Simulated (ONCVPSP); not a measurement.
# Potentials for rubidium (Rb) compared

Generated with ld1.x 7.5 (TM, RRKJ, ultrasoft, PAW), atompaw 4.2 or ONCVPSP 4.0.1. The cutoff is in Ry: for ld1.x and atompaw files where the sum of valence levels is converged to 10 mRy in a Bessel basis, for ONCV files where the hardest occupied wave has 1 mHa per electron of residual kinetic energy. The error is the largest all-electron minus pseudo excitation energy over each file’s own four to seven test configurations (ionisations up to +4, promotions, holes and added fractions of an electron), all of which were solved. The labels leave out finer settings (local radius, basis sizes, second energies), which also bear on the numbers. Spin-polarised tests are not counted. The rows are a selection from randomly drawn settings: files with unsolved tests, undetermined cutoffs or missed reference levels are left out.

| potential | cutoff (Ry) | largest error (meV) | bound ghosts |
| --- | --- | --- | --- |
| ONCV, PBE, scalar-relativistic, rc 1.45/1.95/2.10/1.65 (spdf), local smoothed, core correction no, reference 4s2 4p6, qcut 4.9/8.5/4.9/6.7, projectors 2/2/3/3 | 45 | -8.5 | none |
| ONCV, LDA (Perdew-Wang 92), scalar-relativistic, rc 2.35/2.35/2.15 (spd), local smoothed, core correction no, reference 4s2 4p6 5s1, qcut 5.2/7.2/4.3, projectors 2/2/2 | 17 | -102 | none |
| ONCV, PBE, scalar-relativistic, rc 1.95/3.50/2.90 (spd), local smoothed, core correction yes, reference 4s2 4p6 5s0.75 5p0.25, qcut 6.6/4.3/2.8, projectors 2/2/2 | 28 | -1.3 | none |
| ONCV, PW91, scalar-relativistic, rc 2.20/2.45/2.15 (spd), local smoothed, core correction yes, reference 4s2 4p6, qcut 6.7/5.4/4.3, projectors 1/2/2 | 25 | +223 | none |
| ONCV, PBE, scalar-relativistic, rc 2.35/2.30/2.30 (spd), local smoothed, core correction yes, reference 4s2 4p6 5s1, qcut 6.8/7.6/4.2, projectors 3/2/1 | 25 | -9.6 | none |

(1) Fill in the row for Rb: ONCV, PBE, fully relativistic, rc 2.50/1.85/2.20 (spd), local smoothed, core correction yes, reference 4s2 4p6 5s1, qcut 6.2/5/5.1, projectors 2/2/2.

Results:

(1) cutoff 17 Ry, largest error -128 meV, bound ghosts: none.
